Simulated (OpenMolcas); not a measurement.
Ru4+ among 4 point charges of -0.98 e arranged as a tetrahedron (Td), 1.99 Å from the ion.

| Quantity | Value |
| --- | --- |
| Program | OpenMolcas 26.06 |
| Method | CASSCF |
| Basis | ANO-RCC-VDZP [6s5p3d1f] |
| Scalar Hamiltonian | DKH2, point nucleus |
| Active space | 4 electrons in 5 orbitals (4d) |
| State averaging | 2S+1 = 5 even, 5 roots; 2S+1 = 3 even, 45 roots; 2S+1 = 1 even, 50 roots |
| Spin-orbit coupling | RASSI with atomic mean-field integrals over the reference wave functions |

Problem. What is the spin-free ground state (labels of Td)?

Solution. 5T2, 3-fold in its orbital part, 100 % from free-ion D terms; it has the highest spin that d4 allows.

Problem. Where is the first state of the same spin?

Solution. 5E at 1610 cm-1 above the ground state.

Problem. What are the lowest two levels with spin-orbit coupling?

Solution. A 1-fold level A1, then a 3-fold level T1 451.7 cm-1 above it. Their leading multiplicities are 5 (98 %) and 5 (98 %).

Problem. What is χT at 300 K, and how does it compare with the textbook value?

Solution. The lowest level has 2S+1 = 5, for which the spin-only value is χT = S(S+1) / 2 = 3.000 cm3 K/mol (g = 2). The computed 0.744 at 300 K differs by -2.256, through orbital momentum, spin-orbit coupling and any other state in reach. With a threefold ground state the orbital momentum is unquenched, so the spin-only value is not expected to hold.

Problem. Which ligand-field parameters describe the states?

Solution. A least-squares ligand-field fit to the states below 45000 cm-1, each weighted by its degeneracy and with a free common offset, gives 10Dq = -1690 cm-1 (negative for this site), B = 948 cm-1 and C = 3870 cm-1 (C/B = 4.08), with an rms deviation of 28 cm-1. 

An orbital triplet at a regular site is open to Jahn-Teller coupling, which can distort the site and quench the lowest spin-orbit gaps and is left out. Without dynamic correlation the repulsion within the d shell is too large (B by tens of per cent), so at a given field states of lower spin stand too high. Point charges give a weaker field than real ligands, and real ions of this kind are as a rule low spin; the high spin found here belongs to the model. The ground term spreads over less than 5000 cm-1, several times less than with real ligands, so orbital moments are less quenched and χT lies further from the spin-only value than at real sites. Point charges carry no covalency, so the field is a model and not that of real ligands. No measured value stands beside these numbers.
